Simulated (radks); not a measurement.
Values are calculated unless marked as measured or tabulated.
Trend from Rb+ to Xe+: ionisation energy by Delta-SCF between NIST ground configurations, and size. Code: a radial shooting solver on a logarithmic mesh with Libxc functionals. Model: scalar-relativistic Kohn-Sham, r2SCAN, spin-polarised, spherical densities, finite nucleus; open shells are filled with parallel spins first (spin-orbit coupling, left out, can overturn this in heavy ions); meta-GGA in the generalised Kohn-Sham scheme; Fermi nuclear charge, rms radius of each element as measured or else 0.836 A^(1/3) + 0.57 fm.

species      configuration  configuration of the ion  IE (eV)  NIST (eV)       kind  -e(HOMO) (eV)  r at 0.001 e/bohr^3 (bohr)
Rb+                   [Kr]         [Ar] 3d10 4s2 4p5   27.812     27.290       exp.    22.167 (4p)                        3.61
Sr+               [Kr] 5s1                      [Kr]   10.870     11.030       exp.     8.762 (5s)                        4.51
Zr+           [Kr] 4d2 5s1                  [Kr] 4d2   13.339     13.130       exp.    10.645 (4d)                        4.46
Nb+               [Kr] 4d4                  [Kr] 4d3   14.953     14.320  semi-emp.    10.192 (4d)                        4.01
Mo+               [Kr] 4d5                  [Kr] 4d4   16.710       16.2  semi-emp.    11.589 (4d)                        3.91
Tc+           [Kr] 4d5 5s1                  [Kr] 4d5   15.516     15.260  semi-emp.    12.427 (5s)                        4.15
Ru+               [Kr] 4d7                  [Kr] 4d6   16.200       16.8  semi-emp.    10.968 (4d)                        3.79
Rh+               [Kr] 4d8                  [Kr] 4d7   18.239     18.080  semi-emp.    12.633 (4d)                        3.71
Pd+               [Kr] 4d9                  [Kr] 4d8   20.181       19.4  semi-emp.    14.233 (4d)                        3.63
Ag+              [Kr] 4d10                  [Kr] 4d9   22.060     21.484       exp.    15.788 (4d)                        3.56
Cd+          [Kr] 4d10 5s1                 [Kr] 4d10   17.115     16.908       exp.    13.715 (5s)                        3.85
In+          [Kr] 4d10 5s2             [Kr] 4d10 5s1   18.702     18.870       exp.    15.117 (5s)                        3.99
Sn+      [Kr] 4d10 5s2 5p1             [Kr] 4d10 5s2   14.120     14.633       exp.    10.752 (5p)                        4.21
Sb+      [Kr] 4d10 5s2 5p2         [Kr] 4d10 5s2 5p1   16.761      16.63       exp.    12.940 (5p)                        4.25
Te+      [Kr] 4d10 5s2 5p3         [Kr] 4d10 5s2 5p2   19.152       18.6       exp.    14.984 (5p)                        4.21
I+       [Kr] 4d10 5s2 5p4         [Kr] 4d10 5s2 5p3   18.383     19.131       exp.    14.476 (5p)                        4.17
Xe+      [Kr] 4d10 5s2 5p5         [Kr] 4d10 5s2 5p4   21.234     20.975  semi-emp.    16.867 (5p)                        4.10

Reference values: NIST Atomic Spectra Database (exp. = measured, semi-emp. = semi-empirical, theory = theoretical value adopted there). Open shells are spherical and high-spin; term and fine-structure splittings are not resolved. Spin-orbit splitting is averaged out at the scalar-relativistic level.
